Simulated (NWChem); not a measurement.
System: CH5NOSi2; SMILES O[Si@@H]1C=N[SiH2]1

```xyz
10

O     -0.2667     2.3144    -0.3868
Si     0.0219     0.8717     0.3966
C      1.4214    -0.3506    -0.1034
N      0.9120    -1.5313    -0.1566
Si    -0.8727    -1.2563    -0.0424
H     -0.4619     2.2667    -1.3275
H      0.1524     1.2598     1.8324
H      2.5119    -0.2156    -0.2476
H     -1.5620    -2.1168     0.9677
H     -1.5068    -1.5021    -1.3741
```
Atoms are numbered in this order, from 1.

Computed with NWChem. Pople sets run with spherical d functions. Medium grid unless said otherwise, to which SCAN and Minnesota functionals are sensitive. All runs use the structure optimised with PBE0/def2-SVP. Total energies of different functionals are on different scales.

```json
[
 {"level": "B3LYP/6-31G*", "energy (Ha)": "-750.0652", "highest occupied level (eV)": "-6.34", "orbital gap (eV)": "5.13", "dipole (D)": "1.79"},
 {"level": "PBE/6-31G*", "energy (Ha)": "-749.5312", "highest occupied level (eV)": "-5.24", "orbital gap (eV)": "3.13", "dipole (D)": "1.73"},
 {"level": "BLYP/6-31G*", "energy (Ha)": "-749.9672", "highest occupied level (eV)": "-5.07", "orbital gap (eV)": "3.19", "dipole (D)": "1.75"},
 {"level": "r2SCAN0/6-31G*", "energy (Ha)": "-749.8522", "highest occupied level (eV)": "-6.81", "orbital gap (eV)": "5.82", "dipole (D)": "1.83"},
 {"level": "r2SCAN/6-31G*", "energy (Ha)": "-749.8828", "highest occupied level (eV)": "-5.52", "orbital gap (eV)": "3.55", "dipole (D)": "1.80"},
 {"level": "LDA (Slater exchange, PW92)/6-31G*", "energy (Ha)": "-746.3384", "highest occupied level (eV)": "-5.33", "orbital gap (eV)": "3.01", "dipole (D)": "1.76"},
 {"level": "M06-L/6-31G*", "energy (Ha)": "-750.0085", "highest occupied level (eV)": "___", "orbital gap (eV)": "___", "dipole (D)": "1.81"}
]
```

Question: What belongs in the gaps?

Answer: 
- M06-L/6-31G*, highest occupied level (eV): -5.47
- M06-L/6-31G*, orbital gap (eV): 3.61
